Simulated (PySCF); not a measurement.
AsH₂⁺ to AsH₄⁺: adding ligands

Level: PBE0 in the def2-TZVP basis family, all electrons, no relativity, computed in PySCF with density fitting; open shells unrestricted.

Each entry is the lowest minimum that a search over a few typed start shapes (and spin states, where more than one is plausible) found, or that minimum re-optimised at the stated level; isomers with ligand–ligand bonds, or fragments after loss of a ligand pair, can lie lower.

| molecule | 2S+1 | point group | mean bond to As (Å) | dipole (D) | polar-tensor charge of As | distinct angles (°) | highest ω (cm⁻¹) |
| --- | --- | --- | --- | --- | --- | --- | --- |
| AsH₂⁺ | 1 | C2v | 1.530 | 1.10 | 0.91 | 91 | 2231 |
| AsH₃⁺ | 2 | C3v | 1.497 | 0.61 | 0.80 | 113 | 2362 |
| AsH₄⁺ | 1 | Td | 1.490 | 0.00 | 0.89 | 109 | 2398 |

The bond shortens at every step; the largest change, -0.033 Å, falls between AsH₂⁺ and AsH₃⁺ among the members listed.

The shape changes along the series: C2v for AsH₂⁺; C3v for AsH₃⁺; Td for AsH₄⁺.

Left out of the table are members whose search was unfinished or whose lowest solution was spin-contaminated, unstable, very soft or bonded differently.
